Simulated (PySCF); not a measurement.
PySCF job for C₃H₈Si₂, SMILES C=C1C[SiH2][SiH2]1, PBE-D3(BJ)/def2-SVP. Geometry optimised at PBE-D3(BJ)/def2-SVP. This is a generated structure with no PubChem entry under its InChIKey; it may be hypothetical.

```python
import numpy as np
from pyscf import gto, scf, dft, df
from pyscf.hessian import thermo

mol = gto.M(
    atom='''
    C    -1.52652317    1.71332371    0.47241720
    C    -0.67194228    0.83605463   -0.09177986
    C     0.80949130    1.07508235   -0.36928761
    Si    1.42441175   -0.64659221    0.26958122
    Si   -0.82149622   -1.05982394   -0.29020025
    H    -2.56272920    1.43389610    0.72317024
    H    -1.21867833    2.74741477    0.71253168
    H     1.22864344    2.00051896    0.07771876
    H     1.00480863    1.10373975   -1.46581551
    H     1.67137936   -0.62602652    1.75389892
    H     2.60689674   -1.25802132   -0.43556286
    H    -1.82481425   -1.76924763    0.57823084
    H    -1.01247884   -1.48921233   -1.72360382
    ''',
    basis='def2-SVP',
    charge=0,
    spin=0,
    max_memory=1600,
    verbose=3,
)
mf = dft.RKS(mol, xc='pbe').density_fit(auxbasis='def2-universal-jkfit')
mf.disp = 'd3bj'
mf.grids.level = 3
mf.conv_tol = 1e-11
mf.max_cycle = 100
mf.kernel()

# [left out here: the lines that compute and print the analytic Hessian (its translational invariance restored by hand, since the grid's response is missing), thermochemistry and intensities]
```

Output:

```
converged SCF energy = -697.342915706049

WARN: DFTD3 does not support analytical Hessian, using finite difference


WARN: Mole.unit (angstrom) is changed to Bohr

Mode                                 0                   1                   2
Irrep
Freq [cm^-1]                       89.3994            242.8205            305.5702
Reduced mass [au]                   2.6810              2.0055              2.1948
Force const [Dyne/A]                0.0126              0.0697              0.1207
Char temp [K]                     128.6258            349.3647            439.6475
Normal mode                   x     y     z       x     y     z       x     y     z
       0   C                 0.08 -0.04  0.12   -0.01  0.11 -0.01    0.09  0.08 -0.01
       1   C                 0.01 -0.01 -0.04   -0.06 -0.01  0.12   -0.01 -0.03  0.01
       2   C                -0.01 -0.02 -0.12   -0.07 -0.06 -0.02   -0.01  0.03  0.05
       3  Si                -0.03  0.04  0.06    0.02 -0.02  0.01   -0.03  0.05 -0.02
       4  Si                -0.00 -0.01 -0.04    0.04 -0.01 -0.02   -0.00 -0.09 -0.02
       5   H                 0.10 -0.05  0.21   -0.03  0.22  0.04    0.06  0.25  0.03
       6   H                 0.12 -0.06  0.15    0.05  0.13 -0.18    0.26  0.04 -0.06
       7   H                 0.00  0.02 -0.23   -0.02 -0.02 -0.16   -0.08  0.00  0.17
       8   H                -0.04 -0.15 -0.13   -0.19 -0.16 -0.05    0.03  0.15  0.07
       9   H                -0.17  0.19  0.07    0.04  0.02  0.00   -0.25 -0.02  0.02
      10   H                 0.03 -0.02  0.21    0.02  0.01 -0.01    0.10  0.11  0.13
      11   H                -0.05 -0.00 -0.10   -0.01 -0.25 -0.26    0.16 -0.11  0.15
      12   H                 0.10  0.00 -0.06    0.21  0.26 -0.12   -0.23 -0.10  0.02
Mode                                 3                   4                   5
Irrep
Freq [cm^-1]                      342.3043            404.1967            422.8456
[...]
       4  Si                -0.01 -0.01 -0.00   -0.00 -0.00  0.00   -0.02 -0.03 -0.01
       5   H                -0.07  0.21  0.19    0.19 -0.21  0.49    0.00 -0.03 -0.06
       6   H                 0.23 -0.12  0.10    0.14 -0.16  0.55   -0.07  0.04 -0.01
       7   H                 0.16 -0.01 -0.04   -0.02 -0.01  0.01   -0.02 -0.01  0.01
       8   H                 0.07  0.00 -0.03   -0.06  0.03 -0.01    0.01  0.02  0.01
       9   H                 0.41 -0.22 -0.07   -0.14  0.06  0.03   -0.25  0.12  0.04
      10   H                 0.21 -0.04  0.40   -0.07  0.03 -0.14   -0.11  0.03 -0.23
      11   H                 0.07  0.15  0.21   -0.00 -0.02 -0.01    0.20  0.30  0.50
      12   H                 0.17  0.20 -0.08   -0.01 -0.01  0.00    0.44  0.39 -0.19
Mode                                18                  19                  20
Irrep
Freq [cm^-1]                      904.1543           1033.2759           1069.4606
Reduced mass [au]                   1.4849              1.2309              1.4250
Force const [Dyne/A]                0.7152              0.7743              0.9603
Char temp [K]                    1300.8768           1486.6540           1538.7157
Normal mode                   x     y     z       x     y     z       x     y     z
       0   C                 0.07  0.03 -0.02    0.01 -0.06 -0.01    0.00  0.02  0.01
       1   C                 0.06  0.04 -0.01    0.03  0.06 -0.05   -0.03 -0.00 -0.04
       2   C                -0.11 -0.05  0.02   -0.06  0.03  0.04    0.13 -0.07  0.04
       3  Si                -0.01  0.02 -0.01    0.01  0.00  0.01   -0.01  0.00  0.00
       4  Si                -0.00 -0.01 -0.01   -0.01 -0.00  0.00    0.00 -0.00  0.00
       5   H                 0.16 -0.35 -0.09    0.02  0.04  0.12    0.03 -0.05  0.08
       6   H                -0.28  0.11  0.10    0.16 -0.07 -0.18   -0.10  0.06 -0.02
       7   H                -0.17 -0.06  0.08    0.56 -0.23  0.00   -0.34  0.25 -0.18
       8   H                -0.09  0.02  0.03   -0.57  0.08 -0.04   -0.55  0.35 -0.07
       9   H                 0.32 -0.22 -0.06   -0.01 -0.10  0.01    0.01 -0.03 -0.00
      10   H                 0.14 -0.13  0.36   -0.02  0.00 -0.02   -0.00  0.05 -0.01
      11   H                 0.05  0.05  0.10    0.03 -0.05  0.01   -0.02  0.02 -0.01
      12   H                 0.08  0.04 -0.03    0.01  0.02 -0.01   -0.02  0.02 -0.00
Mode                                21                  22                  23
Irrep
Freq [cm^-1]                     1133.9583           1347.6359           1371.7372
Reduced mass [au]                   2.2190              1.0916              1.1532
Force const [Dyne/A]                1.6812              1.1681              1.2785
Char temp [K]                    1631.5135           1938.9480           1973.6244
Normal mode                   x     y     z       x     y     z       x     y     z
       0   C                -0.07 -0.06  0.00   -0.00 -0.00 -0.00   -0.02  0.02  0.01
       1   C                 0.13  0.13  0.01    0.03 -0.03 -0.03   -0.06  0.05  0.03
       2   C                -0.04 -0.08 -0.01    0.04  0.05 -0.03    0.05  0.02 -0.02
       3  Si                 0.00  0.01 -0.00    0.00  0.00 -0.00    0.00 -0.00 -0.00
       4  Si                -0.00 -0.01 -0.00    0.00  0.00  0.00    0.00 -0.00 -0.00
       5   H                -0.13  0.29  0.14   -0.06  0.27  0.11    0.10 -0.55 -0.21
       6   H                 0.29 -0.13 -0.14   -0.26  0.07  0.10    0.53 -0.11 -0.20
       7   H                -0.38  0.06  0.04   -0.22 -0.13  0.53   -0.16 -0.03  0.26
       8   H                 0.07  0.05  0.02   -0.35 -0.51 -0.10   -0.13 -0.24 -0.05
       9   H                -0.00 -0.02 -0.01    0.00 -0.00 -0.00   -0.00  0.00 -0.00
      10   H                -0.01 -0.05  0.03    0.00 -0.00 -0.00    0.00  0.00  0.00
      11   H                -0.01  0.00  0.01    0.00  0.00  0.00   -0.01  0.01  0.01
      12   H                -0.00  0.01 -0.01    0.00  0.01 -0.01    0.00  0.00 -0.01
Mode                                24                  25                  26
Irrep
Freq [cm^-1]                     1640.9212           2136.5281           2146.5125
Reduced mass [au]                   6.2504              1.0345              1.0321
Force const [Dyne/A]                9.9160              2.7822              2.8019
Char temp [K]                    2360.9203           3073.9882           3088.3535
Normal mode                   x     y     z       x     y     z       x     y     z
       0   C                 0.11 -0.12 -0.08    0.00  0.00  0.00    0.00 -0.00 -0.00
       1   C                -0.14  0.13  0.08    0.00 -0.00  0.00   -0.00  0.00  0.00
       2   C                 0.02 -0.00 -0.01    0.00  0.00  0.00    0.00 -0.00  0.00
       3  Si                 0.00 -0.00 -0.00    0.01 -0.00 -0.00   -0.03  0.01 -0.00
       4  Si                 0.00 -0.01 -0.00    0.01  0.01  0.02    0.00  0.00  0.01
       5   H                 0.08  0.18  0.03    0.00  0.00  0.00    0.00  0.00  0.00
       6   H                -0.18 -0.08  0.04   -0.00  0.00 -0.00   -0.00 -0.00  0.00
       7   H                -0.04  0.02  0.02    0.00  0.00 -0.00   -0.00 -0.00 -0.00
       8   H                 0.05 -0.02 -0.00    0.00  0.00  0.00   -0.00  0.00  0.00
       9   H                -0.00  0.01  0.00   -0.00 -0.00 -0.06    0.07  0.01  0.49
      10   H                -0.00  0.00  0.01   -0.18  0.10  0.11    0.63 -0.33 -0.39
      11   H                -0.01  0.01  0.01   -0.17 -0.12  0.17   -0.00 -0.00  0.01
      12   H                 0.00 -0.01  0.00   -0.11 -0.26 -0.87   -0.03 -0.07 -0.23
Mode                                27                  28                  29
Irrep
Freq [cm^-1]                     2160.8995           2168.0351           2957.9294
Reduced mass [au]                   1.0478              1.0512              1.0623
Force const [Dyne/A]                2.8826              2.9111              5.4763
Char temp [K]                    3109.0533           3119.3199           4255.8018
Normal mode                   x     y     z       x     y     z       x     y     z
       0   C                 0.00 -0.00 -0.00    0.00 -0.00 -0.00   -0.00  0.00  0.00
       1   C                -0.00  0.00  0.00   -0.00  0.00  0.00    0.00 -0.00  0.00
       2   C                -0.00 -0.00 -0.00    0.00 -0.00  0.00   -0.03 -0.03  0.06
       3  Si                 0.01 -0.00 -0.02   -0.01  0.01  0.03   -0.00  0.00  0.00
       4  Si                -0.02 -0.01  0.02   -0.01 -0.01  0.01   -0.00  0.00  0.00
       5   H                 0.00 -0.00  0.00    0.00 -0.00  0.00    0.01  0.00 -0.00
       6   H                 0.00  0.00 -0.00    0.00 -0.00 -0.00   -0.00 -0.01 -0.00
       7   H                -0.00 -0.00  0.00    0.00  0.00  0.00    0.16  0.35  0.19
       8   H                 0.00  0.00 -0.00    0.00 -0.00  0.01    0.15  0.01 -0.86
       9   H                 0.06  0.00  0.36   -0.13 -0.01 -0.75   -0.00  0.00 -0.00
      10   H                -0.21  0.11  0.12    0.32 -0.16 -0.18    0.00 -0.00 -0.00
      11   H                 0.56  0.40 -0.49    0.28  0.20 -0.24   -0.00 -0.00 -0.00
      12   H                -0.03 -0.06 -0.18   -0.03 -0.05 -0.17    0.00 -0.00 -0.00
Mode                                30                  31                  32
Irrep
Freq [cm^-1]                     3036.3929           3044.8682           3145.3577
Reduced mass [au]                   1.1013              1.0615              1.1150
Force const [Dyne/A]                5.9823              5.7984              6.4994
Char temp [K]                    4368.6933           4380.8874           4525.4695
Normal mode                   x     y     z       x     y     z       x     y     z
       0   C                -0.00  0.00  0.00    0.03 -0.05 -0.03    0.07  0.06 -0.01
       1   C                -0.00  0.00  0.00   -0.01  0.00  0.00   -0.00  0.00  0.00
       2   C                 0.02  0.06  0.06   -0.00  0.00  0.00   -0.00 -0.00  0.00
       3  Si                 0.00 -0.00  0.00   -0.00  0.00 -0.00   -0.00  0.00 -0.00
       4  Si                 0.00 -0.00  0.00   -0.00  0.00 -0.00    0.00 -0.00 -0.00
       5   H                 0.01  0.00 -0.00   -0.51 -0.15  0.12   -0.74 -0.20  0.18
       6   H                -0.00 -0.01 -0.00    0.23  0.75  0.17   -0.14 -0.49 -0.12
       7   H                -0.32 -0.72 -0.35    0.00 -0.01 -0.00   -0.00  0.00  0.00
       8   H                 0.07  0.02 -0.40    0.00 -0.00 -0.02    0.00 -0.00 -0.00
       9   H                -0.00  0.00 -0.00    0.00  0.00  0.00   -0.00 -0.00 -0.00
      10   H                -0.00  0.00 -0.00    0.00 -0.00  0.00   -0.00 -0.00 -0.00
      11   H                -0.00  0.00  0.00   -0.00 -0.00  0.00   -0.00 -0.00  0.00
      12   H                -0.00  0.00  0.00    0.00 -0.00 -0.00   -0.00 -0.00  0.00
temperature 298.1500 [K]
pressure 101325.00 [Pa]
Rotational constants [GHz] 4.29798 2.75751 1.89621
Symmetry number 1
Zero-point energy (ZPE) 0.09011 [Eh]   236585.473 [J/mol]
                           tot       elec      trans        rot        vib
Entropy [J/mol/K]       339.466      0.000    166.213    113.223     60.029
Cv [J/mol/K]            115.681      0.000     12.472     12.472     90.738
Cp [J/mol/K]            123.996      0.000     20.786     12.472     90.738
Internal energy [J/mol]                      3718.434   3718.434 247747.477
Internal energy [Eh]   -697.24572  -697.34292
Enthalpy [J/mol]                             6197.391   3718.434 247747.477
Enthalpy [Eh]          -697.24478
Gibbs free energy [J/mol]                  -43359.114 -30039.150 229849.890
Gibbs free energy [Eh] -697.28333
mode   freq/cm-1   IR/(km/mol)
   1       89.40         0.596
   2      242.82         0.230
   3      305.57         1.438
   4      342.30        10.011
   5      404.20         2.360
   6      422.85         5.019
   7      483.87         1.719
   8      570.39         8.308
   9      596.90         1.538
  10      609.42        12.553
  11      627.67        53.155
  12      660.82        35.972
  13      684.02        52.068
  14      742.02        71.180
  15      800.87        31.886
  16      885.96        75.524
  17      889.94        49.635
  18      897.32        77.315
  19      904.15        22.717
  20     1033.28         3.733
  21     1069.46         5.134
  22     1133.96         1.863
  23     1347.64         7.475
  24     1371.74         3.205
  25     1640.92         1.051
  26     2136.53        95.670
  27     2146.51       118.469
  28     2160.90        44.651
  29     2168.04       139.982
  30     2957.93         6.864
  31     3036.39         6.774
  32     3044.87        13.988
  33     3145.36         5.250
max |gradient| / (hartree/bohr): 5.259311607403171e-05
APT charges: [-0.0796 -0.201  -0.2604  0.7114  0.7118  0.0278  0.0172 -0.0107  0.0101
 -0.2192 -0.246  -0.2307 -0.2307]
```

The run converged.
